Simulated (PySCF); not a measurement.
# CaS at PBE0

Level: PBE0. PySCF, spin-free X2C with a Gaussian nucleus, basis sets Ca x2c-TZVPall, S x2c-TZVPall.

- state: ³Σ⁺ (triplet), unpaired electrons σ ↑↑, a second solution, started from another occupation
- bond length: 244.8 pm
- harmonic wavenumber: 345 cm⁻¹
- force constant: 1.25 mdyn/Å
- rotational constant Be: 0.1584 cm⁻¹
- anharmonicity ωexe: 1.36 cm⁻¹
- vibration–rotation constant αe: 0.000885 cm⁻¹
- energy of the minimum from ground-state Ca + S: -2.13 eV
- bond order (Mayer): 0.89
- dipole moment (positive dipole means Ca(−)S(+)): -3.36 D
